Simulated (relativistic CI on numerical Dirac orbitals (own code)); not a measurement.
## Transition arrays of Tb20+

Calculated at this level of theory: Dirac-Coulomb-Breit CI, orbitals from a KLI potential per configuration, model QED, valence Slater integrals scaled by 0.9, whole transition arrays (own radial code, finite nucleus).

Configuration list (outside the closed core [Ar] 3d10 4s2): 4p6.4d9, 4p6.4d8.4f, 4p5.4d10, 4p6.4d8.5p, 4p6.4d8.5f. Levels of other configurations are missing.

All E1 lines from the levels of 4p6.4d9; mean and standard deviation are weighted by gf, and upper levels are sorted by their leading configuration.

```csv
Upper configuration,Lines,Σgf,Mean (eV),Mean (nm),σ (eV),Strongest line (nm)
4p6.4d8.4f,82,79.4,191.02,6.491,4.00,6.467
4p5.4d10,2,0.2,133.66,9.276,2.40,9.216
4p6.4d8.5p,60,8.7,250.70,4.945,3.79,4.963
4p6.4d8.5f,81,10.4,367.74,3.372,4.04,3.400
```

Σgf per state of the lower configuration in bins of 0.1 nm over the central range (centre: value): 3.35: 0.77, 3.45: 0.26, 4.85: 0.10, 4.95: 0.57, 5.05: 0.16, 6.25: 0.58, 6.45: 3.75, 6.55: 3.54.

**Question.** How do configuration mixing and the scaling of the Slater integrals move the arrays?

**Answer.** Slater scale 0.9, no configuration mixing: 4p6.4d8.4f 189.1 ± 5.1 eV (Σgf 71.5), 4p5.4d10 156.6 ± 15.6 eV (Σgf 4.5), 4p6.4d8.5p 251.0 ± 3.8 eV (Σgf 10.4), 4p6.4d8.5f 367.6 ± 4.0 eV (Σgf 11.9); Slater scale 1: 4p6.4d8.4f 194.8 ± 4.0 eV (Σgf 81.3), 4p5.4d10 132.1 ± 2.4 eV (Σgf 0.2), 4p6.4d8.5p 250.8 ± 3.9 eV (Σgf 8.4), 4p6.4d8.5f 367.8 ± 4.2 eV (Σgf 10.4); Slater scale 0.8: 4p6.4d8.4f 186.6 ± 3.5 eV (Σgf 72.1), 4p5.4d10 192.0 ± 12.8 eV (Σgf 5.8), 4p6.4d8.5p 250.6 ± 3.7 eV (Σgf 8.9), 4p6.4d8.5f 367.6 ± 3.9 eV (Σgf 10.5). With mixing, levels are counted to their leading configuration, so an array can shrink or vanish into another, and the sums then hold other lines.
